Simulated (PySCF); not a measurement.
First-order multiplets

Atom-mapped SMILES (the numbers label the heavy atoms): `[CH:1]#[C:2][CH2:3][C:4]#[C:5][CH:6]([F:7])[F:8]` (H(Xn): hydrogen on atom n).

Method: structure optimised with GFN2-xTB, σ from GIAO-PBE0/pcSseg-1, B3LYP/pcJ-1 coupling constants (spin–dipole term only in couplings to heteroatoms), in PySCF 2.14 (one averaged value for each set of equivalent atoms, one computed conformer, relativity neglected, gas phase).

Shifts are taken against calculated references (same method and geometry level): 13C and 1H vs TMS.

Spectrometer: 800 MHz for 1H. First-order analysis; couplings under 1 Hz (under 4 Hz in carbon signals) are ignored, and nearly equal couplings are merged; the smaller ones broaden or split the lines further.

(1) What pattern does C2 show in the proton-coupled 13C spectrum?

(2) What pattern does C5 show in the proton-coupled 13C spectrum?

(3) What pattern does H(C1) show (1H)?

(4) What pattern does C1 show in the proton-coupled 13C spectrum?

## Answers

(1) A doublet of triplets at δ 80.9: 53.1 Hz to H(C1) (1 × 1H, 2 bonds away), 13.1 Hz to H(C3) (2 × 1H, 2 bonds away). Lines in Hz from the centre (relative intensity): +39.6 (1), +26.6 (2), +13.4 (1), -13.4 (1), -26.6 (2), -39.6 (1). The outer lines are 79.3 Hz apart, the sum of the couplings kept, or 0.394 ppm at this field.

(2) A triplet of triplets of doublets at δ 80.4: 29.0 Hz to F7/F8 (2 × 19F, 2 bonds away), 4.9 Hz to H(C3) (2 × 1H, 3 bonds away), 4.1 Hz to H(C6) (1 × 1H, 2 bonds away). Lines in Hz from the centre (relative intensity): +36.0 (1), +31.9 (1), +31.1 (2), +26.9 (2), +26.1 (1), +22.1 (1), +7.0 (2), +2.9 (2), +2.0 (4), -2.0 (4), -2.9 (2), -7.0 (2), -22.1 (1), -26.1 (1), -26.9 (2), -31.1 (2), -31.9 (1), -36.0 (1). The outer lines are 71.9 Hz apart, the sum of the couplings kept, or 0.357 ppm at this field.

(3) A triplet at δ 1.58: 3.9 Hz to H(C3) (2 × 1H, 4 bonds away). Lines in Hz from the centre (relative intensity): +3.9 (1), +0.0 (2), -3.9 (1). The outer lines are 7.8 Hz apart, the sum of the couplings kept, or 0.010 ppm at this field.

(4) A doublet of triplets at δ 77.4: 266.4 Hz to H(C1) (1 × 1H, 1 bond away), 4.3 Hz to H(C3) (2 × 1H, 3 bonds away). Lines in Hz from the centre (relative intensity): +137.5 (1), +133.2 (2), +128.9 (1), -128.9 (1), -133.2 (2), -137.5 (1). The outer lines are 275.0 Hz apart, the sum of the couplings kept, or 1.367 ppm at this field.
